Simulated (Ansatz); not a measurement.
A structure relaxed at PBE0-D4/def2-TZVP, charge 0, multiplicity 1:

```xyz
12

C    -0.7983    1.3267   -0.0072
C     0.0288    0.1901   -0.5515
C    -0.3247   -1.2391   -0.0928
Si    1.3480   -0.6560    0.4394
H    -0.9270    1.2423    1.0758
H    -1.7988    1.3371   -0.4538
H    -0.3293    2.2931   -0.2058
H     0.2244    0.2616   -1.6195
H    -1.1086   -1.3090    0.6563
H    -0.4131   -1.9969   -0.8646
H     1.5438   -0.2591    1.8507
H     2.5548   -1.1909   -0.2271
```

Problem. Give its formula and SMILES.

Solution. C3H8Si, `CC1C[SiH2]1`.

Problem. Summarise the bond lengths by kind.

Solution. 2 × C–C 1.507 to 1.542 Å; 6 × C–H 1.085 to 1.096 Å; 2 × C–Si 1.850 to 1.854 Å; 2 × H–Si 1.479 Å.

Results of the Gaussian-basis code of Ansatz.
